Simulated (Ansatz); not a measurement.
Cartesian coordinates in Å:
```
C 1.8301 -1.2872 -0.6642
Zr 0.3109 0.1934 0.1694
O 1.5618 1.4191 1.0845
C -0.3601 -2.0066 1.2694
C 0.3396 -1.2689 2.2529
C -0.4281 -0.1399 2.5807
C -1.5908 -0.1550 1.7831
C -1.5560 -1.3254 0.9859
C -0.4515 2.2463 -1.1122
C -1.5362 1.3481 -1.1028
C -1.1742 0.2206 -1.8754
C 0.1320 0.4264 -2.3594
C 0.5816 1.6740 -1.8825
H 1.4064 -2.1012 -1.2612
H 2.3861 -1.7388 0.1638
H 2.5506 -0.7560 -1.2957
H 1.9893 2.2056 0.7498
H -0.0272 -2.9257 0.8126
H 1.3107 -1.5129 2.6570
H -0.1397 0.6422 3.2662
H -2.3852 0.5761 1.8073
H -2.3129 -1.6349 0.2808
H -0.4129 3.1948 -0.5968
H -2.4817 1.5007 -0.6049
H -1.7919 -0.6437 -2.0681
H 0.6942 -0.2567 -2.9759
H 1.5551 2.1056 -2.0643
```

Charge 0, multiplicity 1. Zr: def2 effective core potential.

(1) List the ωB97M-V/def2-TZVPP orbital energies in eV (the Gaussian-basis code of Ansatz). (An estimate is asked.)

Answers

(1) The calculation gave: Occupied: -525.11, -281.86, -281.84, -281.79, -281.75, -281.71, -281.68, -281.65, -281.64, -281.58, -281.50, -279.79, -60.98, -37.51, -37.40, -37.07, -28.83, -27.68, -27.37, -22.91, -22.89, -22.72, -22.64, -20.59, -18.16, -18.10, -17.89, -17.85, -17.72, -17.47, -15.38, -14.31, -13.82, -13.79, -13.65, -13.62, -13.33, -13.29, -13.27, -13.07, -13.06, -12.62, -12.54, -11.61, -11.17, -9.81, -9.39, -9.15, -9.04, -8.75. Lowest empty: 1.03, 1.27, 1.34, 1.47, 1.56, 1.99, 2.46, 2.73.
